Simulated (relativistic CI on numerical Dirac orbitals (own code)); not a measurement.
Method of calculation: Dirac-Coulomb-Breit CI, KLI orbitals optimised for each configuration, model QED, unscaled Slater integrals (own radial code, finite nucleus).

The strongest absorption lines from the ground level of an ion, among the configurations computed and to levels below about 3670 eV (vacuum wavelength in Å, gf): 3.6544 (0.0096), 3.8478 (0.42), 3.9037 (0.041), 3.9349 (1.4), 4.1141 (0.051), 41.770 (0.13).

Which ion is it?
A. Tc³⁹⁺
B. Tc³⁷⁺
C. Zr³⁴⁺
D. Tc³⁵⁺

B. Tc³⁷⁺ has 6 electrons and the ground level 2s²2p² ³P0; the strongest line goes to 2s²2p3d ³D°1. The pattern of lines fixes the number of electrons, and along that sequence the line energies rise steadily with the charge (about as its square where n changes within one kind of shell, about linearly where n is kept but much faster in heavy ions where fine structure, which grows about as Z⁴, sets the gap, and irregularly where shells cross), which fixes Z. Configurations outside the model, such as inner-shell arrays, can give stronger lines. At this charge energies of transitions that change n are usually good to better than 1 %, and those within a shell (Δn = 0) to a few per cent.

LS names give the leading component of a level, which can be under half, so a name can repeat, a term be missing and a line seem to break the LS rules.
